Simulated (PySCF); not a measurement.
PySCF input file for Si(F)(SH) (FHSSi), SMILES F[Si]S (connectivity only; charge and spin as stated), neutral, multiplicity 1, PBE0/pcSseg-2. Geometry optimised at PBE-D3(BJ)/def2-TZVP. The values are those of a single conformer.

```python
import numpy as np
from pyscf import gto, scf, dft
from pyscf.prop.nmr import rks as nmr

mol = gto.M(
    atom='''
    Si    0.67187075    0.64544192    0.00000000
    F    -0.69387948    1.54485077    0.00000000
    S    -0.25735830   -1.31389882    0.00000000
    H     0.95645765   -1.91746267    0.00000000
    ''',
    basis='pcSseg-2',
    charge=0,
    spin=0,
    max_memory=1600,
    verbose=3,
)
mf = dft.RKS(mol, xc='pbe0')
mf.grids.level = 3
mf.conv_tol = 1e-10
mf.max_cycle = 100
mf.kernel()
n = nmr.NMR(mf)
n.verbose = 2
n.max_cycle_cphf = 60
sigma = n.kernel()
print('atom   isotropic/ppm   span/ppm')
for i, s in enumerate(sigma):
    w = np.linalg.eigvalsh((s + s.T) / 2)
    print(f'{mol.atom_symbol(i):2s}{i + 1:3d} {w.mean():14.3f} {w[2] - w[0]:11.3f}')
```

Log of the run:

```
converged SCF energy = -787.909648210018
atom   isotropic/ppm   span/ppm
Si  1         83.235     745.685
F   2        141.747     496.830
S   3        276.840    1043.527
H   4         27.629       4.737
```

The calculation finished and met its thresholds.

Cost: very roughly 30 core-seconds.
